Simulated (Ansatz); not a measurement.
Mulliken charges of F2H2S2Sn (`[F][Sn]([F])([SH])[SH]`) from ωB97M-V/def2-TZVPP in Ansatz (PBE0-D4/def2-TZVP geometry).

```json
{"atom": "F1", "x (Å)": "0.246", "y (Å)": "-2.260", "z (Å)": "0.562", "charge (e)": "-0.458"}
{"atom": "Sn2", "x (Å)": "0.079", "y (Å)": "-0.395", "z (Å)": "0.232", "charge (e)": "1.188"}
{"atom": "F3", "x (Å)": "1.629", "y (Å)": "0.318", "z (Å)": "1.082", "charge (e)": "-0.460"}
{"atom": "S4", "x (Å)": "-1.928", "y (Å)": "0.239", "z (Å)": "1.297", "charge (e)": "-0.274"}
{"atom": "S5", "x (Å)": "0.327", "y (Å)": "0.157", "z (Å)": "-2.051", "charge (e)": "-0.289"}
{"atom": "H6", "x (Å)": "-1.920", "y (Å)": "1.436", "z (Å)": "0.684", "charge (e)": "0.141"}
{"atom": "H7", "x (Å)": "1.628", "y (Å)": "0.436", "z (Å)": "-1.852", "charge (e)": "0.153"}
```

By hand: the dipole of these point charges (1 e Å = 4.8032 D).

Σ q r = (-0.356, 0.578, -0.429) e Å, of length 0.803 e Å = 3.86 D.

How does the dipole of the full density compare? (Best estimate.)

Ansatz gave: (-0.280, 0.450, -0.332) e Å, 3.00 D; the point charges give 1.29 times that, at 0° from its direction.

Point charges leave out the atoms' own dipoles, such as those of lone pairs, and Mulliken's split depends on the basis, so the two needn't agree.
